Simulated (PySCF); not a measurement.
**First hyperpolarisability: `CS(=O)(=O)c1ccc(F)cc1`, C7H7FO2S**

Molfile (atoms numbered from 1):
```
C7H7FO2S
     RDKit          3D

 18 18  0  0  0  0  0  0  0  0999 V2000
    2.6541   -0.1707   -0.7179 C   0  0  0  0  0  0  0  0  0  0  0  0
    1.7688   -0.6830    0.7460 S   0  0  0  0  0  6  0  0  0  0  0  0
    1.8367   -2.1408    0.8038 O   0  0  0  0  0  0  0  0  0  0  0  0
    2.2382    0.1478    1.8516 O   0  0  0  0  0  0  0  0  0  0  0  0
    0.0794   -0.2309    0.4081 C   0  0  0  0  0  0  0  0  0  0  0  0
   -0.7661   -1.1602   -0.1955 C   0  0  0  0  0  0  0  0  0  0  0  0
   -2.0868   -0.8093   -0.4527 C   0  0  0  0  0  0  0  0  0  0  0  0
   -2.5280    0.4603   -0.0912 C   0  0  0  0  0  0  0  0  0  0  0  0
   -3.7885    0.7953   -0.3364 F   0  0  0  0  0  0  0  0  0  0  0  0
   -1.6941    1.3866    0.5286 C   0  0  0  0  0  0  0  0  0  0  0  0
   -0.3740    1.0324    0.7848 C   0  0  0  0  0  0  0  0  0  0  0  0
    2.2504   -0.7006   -1.5894 H   0  0  0  0  0  0  0  0  0  0  0  0
    3.6977   -0.4632   -0.5378 H   0  0  0  0  0  0  0  0  0  0  0  0
    2.5713    0.9173   -0.8303 H   0  0  0  0  0  0  0  0  0  0  0  0
   -0.3856   -2.1544   -0.4391 H   0  0  0  0  0  0  0  0  0  0  0  0
   -2.7862   -1.5054   -0.9187 H   0  0  0  0  0  0  0  0  0  0  0  0
   -2.0932    2.3624    0.8104 H   0  0  0  0  0  0  0  0  0  0  0  0
    0.3069    1.7179    1.2937 H   0  0  0  0  0  0  0  0  0  0  0  0
  1  2  1  0
  2  3  2  0
  2  4  2  0
  2  5  1  0
  5  6  1  0
  6  7  2  0
  7  8  1  0
  8  9  1  0
  8 10  2  0
 10 11  1  0
 11  5  2  0
  1 12  1  0
  1 13  1  0
  1 14  1  0
  6 15  1  0
  7 16  1  0
 10 17  1  0
 11 18  1  0
M  END
```

Theory: quadratic response CAM-B3LYP/aug-cc-pVDZ first hyperpolarisability, Taylor convention, gas phase (PySCF 2.14.0). Geometry: PBE0-D3(BJ)/def2-SVP.

Question: What is the first hyperpolarisability, and how does it disperse?

Answer: In au, Taylor convention; the vector part is βᵢ = ⅓ Σⱼ (βᵢⱼⱼ + βⱼᵢⱼ + βⱼⱼᵢ); β∥ is 3/5 of the vector part along the dipole, the dipole points from − to +:
```tsv
process	λ (nm)	β vector norm	β∥	β HRS	depolarisation ratio
static β(0;0,0)	∞	249.4	-0.6	110.1	4.13
second harmonic β(−2ω;ω,ω)	1907	261.1	0.3	115.1	4.15
Pockels β(−ω;ω,0)	1907	253.2	-0.3	–	–
second harmonic β(−2ω;ω,ω)	1064	290.6	2.6	127.8	4.20
Pockels β(−ω;ω,0)	1064	261.9	0.3	–	–
```

Question: Which lowest excitations, dipole and polarisabilities go with it?

Answer: S1 5.37 eV (f = 0.000); S2 5.94 eV (f = 0.078); S3 6.40 eV (f = 0.003); dipole 4.29 D; isotropic α 108.1 au static, 108.5 au at 1907 nm, 109.3 au at 1064 nm, 109.5 au at 953.5 nm, 113.0 au at 532 nm.
